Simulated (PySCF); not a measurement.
F3S, SMILES F[S+](F)F, charge +1.

Geometry optimised at B3LYP-D3(BJ)/def2-TZVP. The isomer is the one that the SMILES or the coordinates give; other isomers of the formula were not compared.

Two levels are set side by side: TDA-PBE/def2-SVPD (PySCF) and TDA-LC-ωPBE/def2-SVPD (PySCF). Vertical, same geometry. The lowest singlet is HOMO→LUMO+1 75 %, HOMO−1→LUMO 20 % with PBE and HOMO→LUMO 89 % with the other functional; states are paired by order. Differences are taken from unrounded values.

```tsv
quantity	TDA-LC-ωPBE
lowest singlet excitation (eV)	9.02
lowest triplet excitation (TDA) (eV)	6.73
first bright state (f over 0.05) (eV)	9.02
its oscillator strength	0.08
```

What does TDA-PBE give, and how far is it from TDA-LC-ωPBE? (The exact figures need the calculation; the answer reports its results.)


| quantity | TDA-PBE | TDA-PBE minus TDA-LC-ωPBE |
|---|---|---|
| lowest singlet excitation (eV) | 8.49 | -0.54 |
| lowest triplet excitation (TDA) (eV) | 6.62 | -0.11 |
| first bright state (f over 0.05) (eV) | 10.25 | 1.22 |
| its oscillator strength | 0.06 | -0.03 |

Functionals without exact exchange tend to place singlet excitations lower, as here. Differences between two approximate levels are no errors against the true value.

Rough cost on one machine, each run with all the roots and properties that it gave: TDA-LC-ωPBE against TDA-PBE within a factor of 2.
